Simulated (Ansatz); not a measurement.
Bond stretch in AsH, triplet.

Calculation: full CI/cc-pVTZ, cores with 3d frozen (Ansatz, an electronic-structure program).

Problem. Relative to R = 1.52 Å, what are the energies at R = 1.62, 2.42, 3.27, 4.33 Å?

Solution. 0.050 eV at 1.62 Å, 1.927 eV at 2.42 Å, 2.694 eV at 3.27 Å, 2.776 eV at 4.33 Å.
